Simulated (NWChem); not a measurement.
System meant: sulfur hexafluoride (SF6); SMILES FS(F)(F)(F)(F)F

Input file for NWChem:

```
start job
memory heap 200 mb stack 900 mb global 1100 mb
geometry units angstroms noautoz
  F      0.758572     0.993988    -1.012687
  S      0.000000     0.000000     0.000000
  F      1.407205    -0.674674     0.391867
  F     -0.182542    -1.070423    -1.187374
  F     -1.407205     0.674674    -0.391867
  F      0.182542     1.070423     1.187374
  F     -0.758572    -0.993988     1.012687
end
basis spherical
  * library def2-svp
end
dft
  odft
  mult 2
  xc xpbe96 cpbe96
  iterations 150
  mulliken
end
task dft energy
```

End of the output:

```
 Summary of "ao basis" -> "" (spherical)
 ------------------------------------------------------------------------------
       Tag                 Description            Shells   Functions and Types
 ---------------- ------------------------------  ------  ---------------------
 *                          def2-svp                  on all atoms

  pbe96 is a nonlocal functional; adding pw91lda local functional.

                                 NWChem DFT Module
                                 -----------------

 Summary of "ao basis" -> "ao basis" (spherical)
 ------------------------------------------------------------------------------
       Tag                 Description            Shells   Functions and Types
 ---------------- ------------------------------  ------  ---------------------
 F                          def2-svp                 6       14   3s2p1d
 S                          def2-svp                 8       18   4s3p1d

 Summary of "ao basis" -> "ao basis" (spherical)
 ------------------------------------------------------------------------------
       Tag                 Description            Shells   Functions and Types
 ---------------- ------------------------------  ------  ---------------------
 F                          def2-svp                 6       14   3s2p1d
 S                          def2-svp                 8       18   4s3p1d

      Symmetry analysis of basis
      --------------------------

        ag         51
        au         51

  number of electrons :                   70
  multiplicity        :                    2
 ------------------------------------------------------------------------
  no. of electrons and multiplicity not compatible                  70
 ------------------------------------------------------------------------
 ------------------------------------------------------------------------
  current input line :
    22: task dft energy
 ------------------------------------------------------------------------
 ------------------------------------------------------------------------
 There is an error in the input file
 ------------------------------------------------------------------------
 For more information see the NWChem manual at https://nwchemgit.github.io

0: no. of electrons and multiplicity not compatible:Received an Error in Communication
```

Question: Can this run be used? If not, why, and what is the fix?

Answer: The input was rejected before any calculation. Cause: the multiplicity doesn't fit the number of electrons (an even count wants an odd multiplicity, and the reverse). This input runs:
```
start job
memory heap 200 mb stack 900 mb global 1100 mb
geometry units angstroms noautoz
  F      0.758572     0.993988    -1.012687
  S      0.000000     0.000000     0.000000
  F      1.407205    -0.674674     0.391867
  F     -0.182542    -1.070423    -1.187374
  F     -1.407205     0.674674    -0.391867
  F      0.182542     1.070423     1.187374
  F     -0.758572    -0.993988     1.012687
end
basis spherical
  F library def2-svp
  S library def2-svp
end
dft
  xc xpbe96 cpbe96
  iterations 150
  mulliken
end
task dft energy
```
It converges to -995.82202 Ha (PBE/def2-SVP).
